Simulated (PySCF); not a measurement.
Structure problem from calculated spectra and properties.

Formula: C3H12BP.

* Dipole: 5.21 D [B97-2/pcSseg-2]
* XPS: P2p3/2 137.0, B1s 192.7, C1s 290.8 (×3), P1s 2150.7 eV [ΔSCF SCAN, pcX-3 on the ionised atom, pcseg-2 elsewhere, spin-free X2C, 2p3/2 from a spin–orbit splitting computed afterwards within the 2p shell]
* 13C NMR: chemical shifts (computed TMS as zero) by class: 15.1 (3 C) ppm [GIAO B97-2/pcSseg-2]
* 1H NMR: chemical shifts (computed TMS as zero) by class: 1.13 (9 H), 0.71 (3 H) ppm [GIAO B97-2/pcSseg-2]
* Rotational structure: rotational constants A, B, C: 3.498, 3.231, 3.229 GHz [PBE0-D3(BJ)/def2-TZVP]
* NMR, other nuclei: isotropic shieldings of nuclei other than C and H, by class: 146 (1 B), 319 (1 P) ppm [GIAO B97-2/pcSseg-2]

Electronic properties: PySCF, gas phase, density fitting. Levels stand in brackets. Isolated species at its PBE0-D3(BJ)/def2-TZVP geometry, gas phase. NMR values are class means; diastereotopic atoms form classes of their own.

Question: Give a SMILES that accounts for the data.

Answer: Numbering: `[BH3-:1][P+:2]([CH3:3])([CH3:4])[CH3:5]`. 3 carbons fall into 1 class: sp3 carbon bound to phosphorus [C3/C4/C5] (15.1 ppm, 3 C). Hydrogen classes from least to most shielded: 9 H on 3 like atoms (sp3 carbon bound to phosphorus), C3/C4/C5 (1.13 ppm), 3 H on a four-coordinate boron, B1 (0.71 ppm). The other shieldings belong to: 146 ppm, four-coordinate boron [B1]; 319 ppm, phosphorus bonded to B and 3 C [P2]. The core levels belong to: P2p3/2 137.0 eV, phosphorus bonded to B and 3 C [P2]; B1s 192.7 eV, four-coordinate boron [B1]; C1s 290.8 eV, sp3 carbon bound to phosphorus [C3/C4/C5]; P1s 2150.7 eV, phosphorus bonded to B and 3 C [P2]. By its constants the optimised geometry is a nearly prolate symmetric top. Structure: `[BH3-][P+](C)(C)C`. The assignments are read from this structure; whether some other isomer fits the data as well wasn't checked.
